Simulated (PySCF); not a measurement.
# How methods differ on the ionisation energy of Ir⁺

Ir⁺ [Xe] 4f14 5d7 6s1 (5F) → Ir²⁺ [Xe] 4f14 5d7 (4F), as a difference of total energies. All numbers are calculated (PySCF 2.14, the spin-free X2C one-electron Hamiltonian (Gaussian nucleus), in ANO-RCC-VTZP). The calculations carry no spin-orbit coupling.

**Question.** Order these methods by the ionisation energy they give, lowest first.
A. M06-L
B. B3LYP
C. LC-wPBE
D. UHF

**Answer.** D (16.345 eV), A (17.295 eV), C (17.478 eV), B (17.919 eV).

The reference lies between the lowest fine-structure levels, while these numbers refer to the centres of the terms.

For comparison: 17 ± 0.3 eV (semi-empirical (NIST evaluation); NIST Atomic Spectra Database, ionization energies).
